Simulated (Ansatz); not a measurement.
Start from `C#C[SiH2]O` and change one atom or group to get `C#C[SiH2]C=O`.

Ansatz, PBE0-D4/def2-TZVP geometries, multiplicity 1. Each molecule was computed in one conformer, which needn't be the lowest.

```
                                                                                  property  `C#C[SiH2]O`
                                                     HOMO–LUMO gap (B3LYP/def2-TZVPP) / eV          7.26
ideal-gas entropy at 298 K and 1 bar (rigid rotor, harmonic PBE0-D4/def2-TZVP) / J/(mol·K)           309
                                          size of the dipole moment (B3LYP/def2-TZVPP) / D          1.62
                                                       LUMO energy (B3LYP/def2-TZVPP) / eV         -0.81
                                                       HOMO–LUMO gap (PBE/def2-TZVPP) / eV          5.55
                                            size of the dipole moment (PBE/def2-TZVPP) / D          1.56
```

Give the same properties after the change, and the shifts. (Best estimate.)

Ansatz gave: 
```tsv
property	`C#C[SiH2]C=O`	shift
HOMO–LUMO gap (B3LYP/def2-TZVPP) / eV	4.88	-2.38
ideal-gas entropy at 298 K and 1 bar (rigid rotor, harmonic PBE0-D4/def2-TZVP) / J/(mol·K)	346	37
size of the dipole moment (B3LYP/def2-TZVPP) / D	2.69	1.07
LUMO energy (B3LYP/def2-TZVPP) / eV	-2.09	-1.28
HOMO–LUMO gap (PBE/def2-TZVPP) / eV	2.77	-2.78
size of the dipole moment (PBE/def2-TZVPP) / D	2.39	0.83
```

With PBE0 the HOMO rises by 1.12 eV and the LUMO falls by 1.26 eV, so the gap narrows by about 2.38 eV. PBE moves the HOMO by 1.29 eV and ωB97M-V by 1.09 eV. The zero-point energy changes by 9.8 kJ/mol with +3 modes. Dipoles are sizes alone; their direction can turn. Modes under 60 cm⁻¹, often nearly free rotors, make the harmonic entropy too high.

B3LYP here is the variant with VWN-RPA as its local correlation; programs differ in this.
